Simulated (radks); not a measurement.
Effect of the nuclear size on neutral holmium, [Xe] 4f11 6s2. Calculated with a radial shooting solver on a logarithmic mesh with Libxc functionals: Dirac Kohn-Sham, relativistic LDA (MacDonald-Vosko exchange, VWN5 correlation), spin-unpolarised, spherical densities, finite nucleus; open shells fill j = l - 1/2 first; Fermi nuclear charge, rms radius 5.2022 fm. The rms radius is varied about that value; shifts are against it.

rms radius (fm)  total energy shift (eV)  density at nucleus (e/bohr^3)  1s1/2 shift (meV)  2s1/2 shift (meV)  5s1/2 shift (meV)  5p1/2 shift (meV)  6s1/2 shift (meV)  4f7/2 shift (meV)  6p1/2 (empty) shift (meV)
4.2398                             -9.59                      8.414e+05              -3910               -518              -3.93              0.439             -0.159              0.732                      0.142
5.0305                             -1.81                       8.02e+05               -740              -98.0             -0.743              0.083             -0.030              0.138                      0.027
5.2022                                 0                      7.945e+05              0.000              0.000              0.000              0.000              0.000              0.000                      0.000
5.712                               5.65                      7.739e+05               2300                305               2.31             -0.258              0.094             -0.431                     -0.084
5.7744                              6.36                      7.716e+05               2590                343               2.60             -0.291              0.105             -0.485                     -0.094

Slopes of the eigenvalues against <r^2> in GHz/fm^2, as finite differences over the two radii next to the reference (eigenvalue slopes, not the field-shift constants of lines): 1s1/2 100000, 2s1/2 13300, 5s1/2 101, 5p1/2 -11.3, 6s1/2 4.09, 4f7/2 -18.8, 6p1/2 (empty) -3.65.
